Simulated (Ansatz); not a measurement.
`C#C[TeH]` + `C#CC` → `C#CC[TeH]` + `C#C` at 700 K and 1 bar (formal exchange of groups at a Te–C bond).

Isolated molecules relaxed with PBE0-D4/def2-TZVP in Ansatz; ΔE leaves out vibrations. CBS: MP2 limit from def2 TZ/QZ plus the TZ coupled-cluster correction, frozen cores. This one scheme is used for every species. def2 core potentials past Kr. For Te outer-core shells are correlated without core-valence functions, which leaves a few kJ/mol of doubt a bond.

```json
{"species": "`C#C[TeH]`", "CCSD(T)/CBS energy (Eh)": "-344.94570", "H − E (kJ/mol)": "108.9", "S (J/(mol·K))": "350.5"}
{"species": "`C#CC`", "CCSD(T)/CBS energy (Eh)": "-116.49627", "H − E (kJ/mol)": "191.4", "S (J/(mol·K))": "312.9"}
{"species": "`C#CC[TeH]`", "CCSD(T)/CBS energy (Eh)": "-384.20943", "H − E (kJ/mol)": "200.0", "S (J/(mol·K))": "415.4"}
{"species": "`C#C`", "CCSD(T)/CBS energy (Eh)": "-77.22717", "H − E (kJ/mol)": "102.1", "S (J/(mol·K))": "244.4"}
```

H − E and S are ideal-gas, rigid-rotor, harmonic terms from PBE0-D4/def2-TZVP. 1 Eh = 2625.50 kJ/mol, R = 8.31446 J/(mol·K).

Problem. By hand: ΔE, ΔH, ΔS and ΔG.

Solution. ΔE = (-384.20943) + (-77.22717) − (-344.94570) − (-116.49627) = 0.00537 Eh = 14.1 kJ/mol. Δ(H − E) = 200.0 + 102.1 − 108.9 − 191.4 = 1.8, so ΔH = 15.9 kJ/mol. ΔS = 415.4 + 244.4 − 350.5 − 312.9 = -3.6 J/(mol·K). ΔG = 15.9 − 700 × (-3.6)/1000 = 18.4 kJ/mol.

Problem. By hand: the equilibrium constant, and the temperature at which ΔG would vanish if ΔH and ΔS stayed fixed.

Solution. log₁₀ K = −ΔG/(RT ln 10) = -1.4. ΔH and −TΔS have one sign here, so there is no such temperature. One of them is within its doubt of zero, so this could turn.

The number of gas molecules stays the same, so ΔS is small and ΔH decides. A doubt of 5 kJ/mol in ΔE shifts log₁₀ K by 0.4 here. These are equilibria of isolated gas molecules and say nothing of rates. Largest T1 diagnostic: 0.013 (customary marks: 0.02 for closed shells, 0.045 for open ones).
